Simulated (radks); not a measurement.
Effect of the nuclear size on the potassium ion K16+, [He] 2s1. Calculated with a radial shooting solver on a logarithmic mesh with Libxc functionals: Dirac Kohn-Sham, PBE, spin-unpolarised, spherical densities, finite nucleus; Fermi nuclear charge, rms radius 3.4349 fm. The rms radius is varied about that value; shifts are against it.

rms radius (fm)  total energy shift (eV)  density at nucleus (e/bohr^3)  1s1/2 shift (meV)  2s1/2 shift (meV)  3s1/2 (empty) shift (meV)
2.8304                          -0.00741                           5098              -3.26             -0.363                     -0.101
3.1704                          -0.00341                           5084              -1.50             -0.167                     -0.047
3.4349                                 0                           5075              0.000              0.000                      0.000
3.641                            0.00285                           5068               1.25              0.140                      0.039
4.2627                            0.0124                           5049               5.45              0.608                      0.169

Slopes of the eigenvalues against <r^2> in GHz/fm^2, as finite differences over the two radii next to the reference (eigenvalue slopes, not the field-shift constants of lines): 1s1/2 207, 2s1/2 23.2, 3s1/2 (empty) 6.45.
